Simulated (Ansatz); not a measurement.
AlBH$_{3}$OF (SMILES B[O][AlH][F]), closed shell: a relaxation.

The input file, in.yaml:

```yaml
crystal:
  periodic: [false, false, false]
  atoms:
    - {symbol: B, position_ang: [-0.403730, 1.319135, 0.684196]}
    - {symbol: O, position_ang: [-0.089209, 0.058254, 0.078305]}
    - {symbol: Al, position_ang: [0.446440, -1.239017, -0.698288]}
    - {symbol: F, position_ang: [0.981416, -2.709786, 0.099341]}
    - {symbol: H, position_ang: [-0.805522, 2.157881, 0.057508]}
    - {symbol: H, position_ang: [-0.431184, 1.409916, 1.829511]}
    - {symbol: H, position_ang: [0.357127, -1.137772, -2.069662]}
basis:
  gaussian: {orbitals: def2-mTZVP}
hamiltonian: {xc: {name: wB97X-V}}
relax: {f_tol: 0.002, max_steps: 5, max_displacement: 0.2}
```

Command:

```bash
ansatz run in.yaml --threads 2 --pin off --events-out ev --progress --plain --max-ram 3481MiB
```

What Ansatz 0.2.0 printed:

```
Functional definition: wB97X-V
  name "wB97X-V"
  cite "Mardirossian & Head-Gordon, Phys. Chem. Chem. Phys. 16, 9904 (2014) doi:10.1039/C3CP54374A"
  cite "Becke, J. Chem. Phys. 107, 8554 (1997) doi:10.1063/1.475007"
  cite "Vydrov & Van Voorhis, J. Chem. Phys. 133, 244103 (2010) doi:10.1063/1.3521275"
  parameter omega = 0.3/bohr
  parameter cx = 0.167
  parameter cx1 = 0.603
  parameter cx2 = 1.194
  parameter css0 = 0.556
  parameter css1 = -0.257
  parameter cos0 = 1.219
  parameter cos1 = -1.850
  parameter b = 6.0
  parameter c = 0.01
  exchange = spin_sum(e_x_unif_sr(omega)*poly(b97_u_x, 1 - cx, cx1, cx2)) + cx*exact_x_sr(omega) + exact_x_lr(omega)
  correlation = spin_sum(e_c_pw_same_spin*poly(b97_u_same, css0, css1))
      + integral(e_c_pw_opposite_spin*poly(b97_u_opposite, cos0, cos1)) + vv10(b, c)
907 factors; integrals over basis functions are off by at most 7.1e-4 eV
257 factors; integrals over basis functions are off by at most 2.4e-6 eV
mean field evaluation 1: about -12082.5112 eV, gradient 6.1e1 eV
mean field evaluation 2: about -12079.9987 eV, gradient 7.6e1 eV
mean field evaluation 4: about -12088.4313 eV, gradient 1.1e0 eV
mean field evaluation 8: about -12088.4672 eV, gradient 2.0e-2 eV
mean field -12088.46719463 eV, -444.2429755452 hartree, gradient 5.6e-5 eV, S^2 0.000000; 0 other end points of the search recorded, 0 dependent functions left out
the calculation of the forces begins
reference -12088.46719229 eV, -444.2429754593 hartree; 19, 19 occupied and 74, 74 virtual orbitals, 907 factors
relax step   1: F+E_penalty+E_count = -12088.46719463 eV  Δ(F+E_penalty+E_count) = +0.000e0 eV  max|allowed force component| = 4.640e0 eV/Å  Δτ_max = 0.0000 Å  (26 SCF iters, accepted)
these checks for a lower state are left out or cut short: starts, cluster_reference, orbital_swaps, neighbouring_geometries, increment
907 factors; integrals over basis functions are off by at most 7.2e-4 eV
257 factors; integrals over basis functions are off by at most 2.2e-6 eV
mean field evaluation 16: about -12088.6633 eV, gradient 9.5e0 eV
mean field -12088.97002799 eV, -444.2614543303 hartree, gradient 1.9e-5 eV, S^2 0.000000; 0 other end points of the search recorded, 0 dependent functions left out
the calculation of the forces begins
reference -12088.97002565 eV, -444.2614542444 hartree; 19, 19 occupied and 74, 74 virtual orbitals, 907 factors
relax step   2: F+E_penalty+E_count = -12088.97002799 eV  Δ(F+E_penalty+E_count) = -5.028e-1 eV  max|allowed force component| = 2.496e0 eV/Å  Δτ_max = 0.1949 Å  (33 SCF iters, accepted)
these checks for a lower state are left out or cut short: starts, cluster_reference, orbital_swaps, neighbouring_geometries, increment
907 factors; integrals over basis functions are off by at most 7.0e-4 eV
257 factors; integrals over basis functions are off by at most 2.0e-6 eV
mean field -12089.35461766 eV, -444.2755877403 hartree, gradient 2.7e-5 eV, S^2 0.000000; 0 other end points of the search recorded, 0 dependent functions left out
the calculation of the forces begins
reference -12089.35461532 eV, -444.2755876540 hartree; 19, 19 occupied and 74, 74 virtual orbitals, 907 factors
relax step   3: F+E_penalty+E_count = -12089.35461766 eV  Δ(F+E_penalty+E_count) = -3.846e-1 eV  max|allowed force component| = 4.669e-1 eV/Å  Δτ_max = 0.2000 Å  (31 SCF iters, accepted)
these checks for a lower state are left out or cut short: starts, cluster_reference, orbital_swaps, neighbouring_geometries, increment
907 factors; integrals over basis functions are off by at most 7.0e-4 eV
257 factors; integrals over basis functions are off by at most 2.1e-6 eV
mean field evaluation 32: about -12089.3680 eV, gradient 1.7e-1 eV
mean field -12089.36806969 eV, -444.2760820932 hartree, gradient 2.0e-5 eV, S^2 0.000000; 0 other end points of the search recorded, 0 dependent functions left out
the calculation of the forces begins
reference -12089.36806735 eV, -444.2760820071 hartree; 19, 19 occupied and 74, 74 virtual orbitals, 907 factors
relax step   4: F+E_penalty+E_count = -12089.36806969 eV  Δ(F+E_penalty+E_count) = -1.345e-2 eV  max|allowed force component| = 2.265e-1 eV/Å  Δτ_max = 0.0741 Å  (32 SCF iters, accepted)
these checks for a lower state are left out or cut short: starts, cluster_reference, orbital_swaps, neighbouring_geometries, increment
907 factors; integrals over basis functions are off by at most 7.0e-4 eV
257 factors; integrals over basis functions are off by at most 2.2e-6 eV
mean field -12089.37044799 eV, -444.2761694939 hartree, gradient 2.1e-5 eV, S^2 0.000000; 0 other end points of the search recorded, 0 dependent functions left out
the calculation of the forces begins
reference -12089.37044564 eV, -444.2761694077 hartree; 19, 19 occupied and 74, 74 virtual orbitals, 907 factors
relax step   5: F+E_penalty+E_count = -12089.37044799 eV  Δ(F+E_penalty+E_count) = -2.378e-3 eV  max|allowed force component| = 3.994e-2 eV/Å  Δτ_max = 0.0439 Å  (32 SCF iters, accepted)
Error: geometry relaxation did not converge after 5 steps: max|allowed force component| = 3.99e-2 eV/Å (threshold 2.0e-3). Raise `relax.max_steps` over both its present limit and 5, loosen `relax.f_tol`, or start from a geometry closer to equilibrium. Where this run's directory can be resumed (`checkpoint.write`), a resume goes on for up to `relax.max_steps` more
```

The lines “mean field evaluation” count trial sets of orbitals through the whole run, from several starts and some on an approximate energy, so they need not fall steadily or lie above the final value.

Hardware: 2 CPU threads, shared host. Wall time about 25 s.


The run did not converge within its limit.